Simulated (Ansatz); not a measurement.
Relaxation of C$_{2}$H$_{6}$BO (10 atoms, charge 1, multiplicity 1), to a largest force component of 0.02 eV/Å in at most 50 steps.

Computed with Ansatz, UKS PBE0-D4/def2-SVP.

```xyz
10
Properties=species:S:1:pos:R:3
C -1.120 1.659 0.361
O -0.188 0.882 0.200
B 0.773 0.035 0.026
C 0.470 -1.473 -0.325
H -1.530 2.221 -0.481
H -1.555 1.810 1.351
H 1.876 0.418 0.127
H 0.716 1.285 0.220
H 0.985 -2.131 0.373
H 0.878 -1.705 -1.308
```

Task: Where does it end, and by what steps?

Result: The forces met the threshold. The force dipped under the threshold on the way, but the program's further checks kept it going. Limits of this set-up: the dipole of an ion depends on the origin. After 35 steps the energy has fallen by 4.346 eV; H6 moved furthest, 1.99 Å. The start is strongly strained (largest force component 10 eV/Å), so its close contacts needn't be bonds. Parted: B3–H8.

```tsv
step	energy less start (eV)	largest force component (eV/Å)	accepted
0	0.0000	10.165	yes
2	-2.5541	2.756	yes
4	-3.6792	0.670	yes
6	-3.9510	1.285	yes
8	-4.2073	0.474	yes
10	-4.3113	0.149	yes
12	-4.3334	0.181	yes
14	-4.3389	0.157	yes
16	-4.3437	0.047	yes
18	-4.3446	0.031	yes
20	-4.3450	0.053	yes
22	-4.3451	0.041	yes
24	-4.3453	0.027	yes
26	-4.3454	0.030	yes
28	-4.3456	0.030	yes
30	-4.3456	0.013	yes
32	-4.3457	0.024	yes
34	-4.3457	0.021	yes
35	-4.3457	0.019	yes
```

```xyz
10
Properties=species:S:1:pos:R:3
C -1.099 1.429 -0.075
O 0.282 1.249 0.126
B 1.126 0.037 0.129
C 0.500 -1.319 -0.022
H -1.468 2.417 0.192
H -1.668 0.505 -0.148
H 2.273 0.341 0.268
H 0.774 2.087 0.224
H 1.149 -2.201 -0.021
H -0.566 -1.544 -0.132
```

Whether the end is a true minimum wasn't checked by a vibrational analysis.

Run time: 100 s on 2 threads of Arm Neoverse V1 (shared host), peak memory 0.23 GiB.
